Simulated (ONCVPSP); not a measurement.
**Fe, ONCV: configuration errors across variants**

```
Element                 : Fe (Z = 26)
Generator               : ONCVPSP 4.0.1
Type                    : optimised norm-conserving Vanderbilt (ONCV)
Functional              : LDA (Perdew-Wang 92)
Relativity              : scalar-relativistic
Frozen core             : [Ar]
Valence charge          : 8
Reference configuration : 3d6 4s1 4p1
Partial waves           : 4s: rc 2.30 bohr, ncon 4, nbas 7, qcut 3.6 1/bohr, 1 projector; 4p: rc 3.40 bohr, ncon 4, nbas 9, qcut 2 1/bohr, 2 projectors, debl 1.4 Ha; 3d: rc 1.25 bohr, ncon 4, nbas 9, qcut 13.8 1/bohr, 2 projectors, debl 3.5 Ha; f scattering state at 0.16 Ha: rc 3.70 bohr, ncon 4, nbas 8, qcut 3.3 1/bohr, 3 projectors, debl 3.6 Ha
Local potential         : polynomial inside 0.85 bohr (lpopt 1, dvloc0 6 Ha)
Core correction         : none
```

All-electron excitation energies from the reference (eV): (1) 3d6 4s2 4p0 -4.176; (2) 3d6 4s1 4p0 4.798; (3) 3d6 4s0 4p1 9.931.

2 further variants failed, have other tests or another functional or relativity, and are left out.

A true bound ghost makes a file unfit for plane-wave use even where its test errors are small: the radial tests pick states by their node count and pass the ghost by.

Errors AE − PS in meV (a dash: test not solved or not reliable):

| change | (1) | (2) | (3) | bound ghosts | GHOST(+) flags above zero |
| --- | --- | --- | --- | --- | --- |
| base | +5.4 | -3.5 | +6.8 | s | p, f |
| d: qcut 19.6 | +5.0 | -3.7 | +5.7 | s | p, f |
| local potential polynomial inside 1.05 bohr (lpopt 3, dvloc0 0 Ha) | +5.4 | -3.5 | +6.7 | s | p |
| s: rc 3.42 | -0.1 | -2.6 | -4.0 | s | p, f |
| f: ncon 3, nbas 7 | +5.4 | -3.5 | +6.8 | s | p, f |

(1) Give the same row for: p: rc 4.42.

Results:

(1) +5.5, -3.3, +7.6; bound ghosts: s; GHOST(+) flags above zero: p, f.
